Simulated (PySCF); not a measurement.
Isomers of C6H12O, one GFN2-xTB conformer each. Single-point energies are computed at PBE0/pcSseg-1 (PySCF, gas phase, no added dispersion term), electronic only.

```
      SMILES  GFN2-xTB relative energy (kJ/mol)
COC(C)=C(C)C                              111.9
   OC1CCCCC1                                0.0
  C=C(CO)CCC                              139.3
```

Conformers: `[CH3:1][O:2][C:3]([CH3:4])=[C:5]([CH3:6])[CH3:7]` with C1–O2–C3–C4 56°; `[OH:1][CH:2]1[CH2:3][CH2:4][CH2:5][CH2:6][CH2:7]1` with H–O1–C2–C3 -62°, O1–C2–C3–C4 -178°, C2–C3–C4–C5 -58°, C3–C4–C5–C6 57°, C4–C5–C6–C7 -57°; `[CH2:1]=[C:2]([CH2:3][OH:4])[CH2:5][CH2:6][CH3:7]` with C1–C2–C3–O4 -114°, C2–C3–O4–H 58°, C1–C2–C5–C6 9°, C2–C5–C6–C7 177°.

Problem. What does PBE0/pcSseg-1 give for the same structures?

Solution. 
```
      SMILES  PBE0/pcSseg-1 E (Eh)  PBE0/pcSseg-1 (kJ/mol)  GFN2-xTB (kJ/mol)  point group
   OC1CCCCC1            -310.69074                     0.0                0.0           Cs
  C=C(CO)CCC            -310.65141                   103.3              139.3           C1
COC(C)=C(C)C            -310.64578                   118.0              111.9           C1
```

Both levels put the same isomer lowest; measured from each level's own lowest isomer, the values differ by up to 36.0 kJ/mol (C=C(CO)CCC: 139.3 against 103.3). As drawn, the lowest has an O–H bond, which the highest lacks; the highest has a C=C bond outside aromatic rings, which the lowest lacks.

Problem. Which frontier levels, dipoles and rotational constants go with these structures?

Solution. 
```json
{"SMILES": "OC1CCCCC1", "HOMO (eV, PBE0/pcSseg-1)": "-7.44", "LUMO (eV)": "1.42", "dipole (D)": "1.73", "A, B, C (MHz)": "4331, 2241, 1632"}
{"SMILES": "C=C(CO)CCC", "HOMO (eV, PBE0/pcSseg-1)": "-7.46", "LUMO (eV)": "0.30", "dipole (D)": "1.31", "A, B, C (MHz)": "4432, 1379, 1138"}
{"SMILES": "COC(C)=C(C)C", "HOMO (eV, PBE0/pcSseg-1)": "-6.02", "LUMO (eV)": "1.05", "dipole (D)": "1.44", "A, B, C (MHz)": "3843, 1989, 1410"}
```
